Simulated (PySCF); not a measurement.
## Basis and Hamiltonian dependence of the excitation energy of P²⁺

P²⁺ [Ne] 3s2 3p1 (2P) → P²⁺ [Ne] 3s1 3p2 (4P). All values are computed (PySCF 2.14, energy differences of UHF-based or UKS calculations, no spin-orbit coupling). Values in eV.

```json
{"basis": "aug-cc-pVDZ-DK", "Hamiltonian": "spin-free X2C", "functions": "27", "UHF": "5.539", "PBE": "7.014", "PBE0": "6.830", "MP2 (valence)": "6.375", "CCSD(T) (valence)": "6.814", "CCSD(T) (valence and next inner shell)": "n/a"}
{"basis": "aug-cc-pwCVDZ", "Hamiltonian": "non-relativistic", "functions": "36", "UHF": "5.442", "PBE": "6.922", "PBE0": "6.736", "MP2 (valence)": "6.291", "CCSD(T) (valence)": "6.735", "CCSD(T) (valence and next inner shell)": "n/a"}
{"basis": "x2c-TZVPPall", "Hamiltonian": "spin-free X2C", "functions": "42", "UHF": "5.518", "PBE": "7.017", "PBE0": "6.828", "MP2 (valence)": "6.471", "CCSD(T) (valence)": "6.865", "CCSD(T) (valence and next inner shell)": "6.998"}
{"basis": "def2-TZVPPD", "Hamiltonian": "non-relativistic", "functions": "48", "UHF": "5.417", "PBE": "6.902", "PBE0": "6.716", "MP2 (valence)": "6.380", "CCSD(T) (valence)": "6.776", "CCSD(T) (valence and next inner shell)": "6.905"}
{"basis": "aug-cc-pV(T+d)Z", "Hamiltonian": "non-relativistic", "functions": "55", "UHF": "5.430", "PBE": "6.919", "PBE0": "6.729", "MP2 (valence)": "6.396", "CCSD(T) (valence)": "6.789", "CCSD(T) (valence and next inner shell)": "n/a"}
{"basis": "x2c-QZVPPall", "Hamiltonian": "spin-free X2C", "functions": "70", "UHF": "5.512", "PBE": "7.006", "PBE0": "6.815", "MP2 (valence)": "6.541", "CCSD(T) (valence)": "6.900", "CCSD(T) (valence and next inner shell)": "7.050"}
{"basis": "aug-cc-pCVTZ-DK", "Hamiltonian": "spin-free X2C", "functions": "75", "UHF": "5.521", "PBE": "7.025", "PBE0": "6.832", "MP2 (valence)": "6.498", "CCSD(T) (valence)": "6.885", "CCSD(T) (valence and next inner shell)": "7.011"}
{"basis": "def2-QZVPPD", "Hamiltonian": "non-relativistic", "functions": "76", "UHF": "5.416", "PBE": "6.905", "PBE0": "6.715", "MP2 (valence)": "6.446", "CCSD(T) (valence)": "6.809", "CCSD(T) (valence and next inner shell)": "6.956"}
{"basis": "aug-cc-pV(Q+d)Z", "Hamiltonian": "non-relativistic", "functions": "89", "UHF": "5.422", "PBE": "6.910", "PBE0": "6.719", "MP2 (valence)": "6.449", "CCSD(T) (valence)": "6.812", "CCSD(T) (valence and next inner shell)": "n/a"}
{"basis": "aug-cc-pCVTZ-DK with one added diffuse shell each of s, p, d, f type", "Hamiltonian": "spin-free X2C", "functions": "91", "UHF": "5.521", "PBE": "7.025", "PBE0": "6.832", "MP2 (valence)": "6.499", "CCSD(T) (valence)": "6.886", "CCSD(T) (valence and next inner shell)": "7.012"}
{"basis": "dyall-acv3z", "Hamiltonian": "spin-free X2C", "functions": "113", "UHF": "5.515", "PBE": "7.007", "PBE0": "6.816", "MP2 (valence)": "6.510", "CCSD(T) (valence)": "6.889", "CCSD(T) (valence and next inner shell)": "n/a"}
{"basis": "dyall-acv3z", "Hamiltonian": "non-relativistic", "functions": "113", "UHF": "5.418", "PBE": "6.906", "PBE0": "6.716", "MP2 (valence)": "6.415", "CCSD(T) (valence)": "6.797", "CCSD(T) (valence and next inner shell)": "n/a"}
{"basis": "aug-cc-pV(5+d)Z", "Hamiltonian": "non-relativistic", "functions": "136", "UHF": "5.416", "PBE": "6.901", "PBE0": "6.712", "MP2 (valence)": "6.471", "CCSD(T) (valence)": "n/a", "CCSD(T) (valence and next inner shell)": "n/a"}
```

Frozen in the all-electron rows: valence: [Ne]; valence and next inner shell: 1s2.
